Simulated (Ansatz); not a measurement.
Ligand exchange through a proton shuttle

Start structure (BH$_{3}$OF$_{4}$, singlet), relaxed at PBE0-D4/def2-TZVP:

```json
{"atom": "B1", "x (Å)": "0.0844", "y (Å)": "-1.2032", "z (Å)": "0.0768"}
{"atom": "O2", "x (Å)": "0.8047", "y (Å)": "-0.3397", "z (Å)": "-0.7099"}
{"atom": "F3", "x (Å)": "-0.7856", "y (Å)": "-2.0340", "z (Å)": "-0.4574"}
{"atom": "F4", "x (Å)": "0.3851", "y (Å)": "-1.2733", "z (Å)": "1.3503"}
{"atom": "H5", "x (Å)": "-0.9461", "y (Å)": "1.3509", "z (Å)": "0.6002"}
{"atom": "F6", "x (Å)": "-1.5758", "y (Å)": "0.6568", "z (Å)": "0.5438"}
{"atom": "H7", "x (Å)": "0.8942", "y (Å)": "1.2003", "z (Å)": "-0.0858"}
{"atom": "F8", "x (Å)": "0.6027", "y (Å)": "2.0097", "z (Å)": "0.3150"}
{"atom": "H9", "x (Å)": "0.5365", "y (Å)": "-0.3675", "z (Å)": "-1.6333"}
```

The step: BHOF₂ ([OH][B]([F])[F]) + HF + HF → BF₃ ([F][B]([F])[F]) + H₂O + HF (still joined by a long B–O bond); bonds formed: B1–F6, O2–H7, H5–F8; bonds broken: H5–F6, H7–F8; bonds weakened to dative contacts: B1–O2. Computed with Ansatz 0.2.0 (basis: def2-TZVPP and def2-QZVPP); correlated methods freeze the cores. Extrapolation: Hartree–Fock as exp(−7.88 √X), correlation as X^−2.97. Energies below are by CCSD(T) at an estimated basis limit (MP2 extrapolated from triple and quadruple zeta, plus CCSD(T) − MP2 in triple zeta).

(1) What are the electronic barrier and the energy of the step, from the start structure to the end structure? (An estimate is asked for; the value comes from the calculation.)

The T1 diagnostic stays at or below 0.012.

Results:

(1) By the calculation: Barrier 8.57 kcal/mol; step energy -8.10 kcal/mol (downhill); reverse barrier, their difference, 16.67 kcal/mol. Barrier and step energy count from the start structure, the reverse barrier from the end structure.

The saddle point: One imaginary mode of 483i cm⁻¹.
| pair | start (Å) | saddle (Å) | end (Å) |
| --- | --- | --- | --- |
| B1–F6 | 2.54 | 1.67 | 1.40 |
| O2–H7 | 1.66 | 1.30 | 0.98 |
| H5–F8 | 1.71 | 1.27 | 0.94 |
| B1–O2 | 1.37 | 1.46 | 1.66 |
| H5–F6 | 0.94 | 1.05 | 1.66 |
| H7–F8 | 0.95 | 1.07 | 1.70 |

Zero-point energy (harmonic, PBE0-D4): ZPE is 31.48 kcal/mol at the start and 30.08 kcal/mol at the saddle, so the barrier goes from 8.57 to 7.17 kcal/mol.

Steps of this kind, hydrogen fluoride cutting a network bond, underlie vapour etching and the fluorination step of atomic layer etching.

Labels in which every atom is bracketed show which atoms are joined, not bond orders.

For scale, one of the runs: CCSD(T)/def2-TZVPP, 228 basis functions, launched by `ansatz run in.yaml --threads 8 --pin off --events-out ev --progress --plain --max-ram 19148MiB`. Time: 26 s of wall clock on 8 CPU threads of an Intel Xeon 6975P-C; the host was shared. Peak host memory: 5.1 GiB.
